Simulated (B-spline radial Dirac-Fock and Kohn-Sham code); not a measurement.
# Ir⁴⁰⁺: eigenvalues, ΔSCF and the reference

System: iridium as Ir⁴⁰⁺, configuration 1s2 2s2 2p6 3s2 3p6 3d10 4s2 4p6 4d1.

The density-functional columns are spherical, spin-unpolarised Dirac-Kohn-Sham results without Breit or QED terms: −ε is minus the orbital energy of the initial state and ΔSCF the difference of two total energies. The reference in the last column comes from Dirac-Fock ΔSCF + Breit + QED. All numbers are from a B-spline atomic structure program, in eV; a selection of levels is shown. The Kohn-Sham columns are given as differences from the reference. For the 1s level of heavy atoms much of the gap between ΔSCF and the reference is the Breit and QED part, -401.1 eV here; for other levels the error of the functional can be larger.

```
level  LDA −ε − DF  LDA ΔSCF − DF  Dirac-Fock
    K       -229.6         +387.9     77975.5
   L1       -193.7          -55.2     15294.8
   L2       -143.0          +27.3     14695.3
   L3       -159.3          -10.5     13084.9
   M1       -111.9          -54.2      4983.5
   M2        -92.5          -31.8      4721.8
   M3        -90.7          -34.1      4353.9
   M4        -64.1           +0.4      3927.7
   M5        -65.6           -2.6      3849.4
   N1        -42.8          -12.7      2262.5
   N2        -25.6           +4.8      2140.8
   N3        -27.0           +1.8      2026.6
 N4,5        -25.9           +3.5      1843.0
```

Values without a named source are computed, but for edge energies of neutral atoms, which are taken from tables.
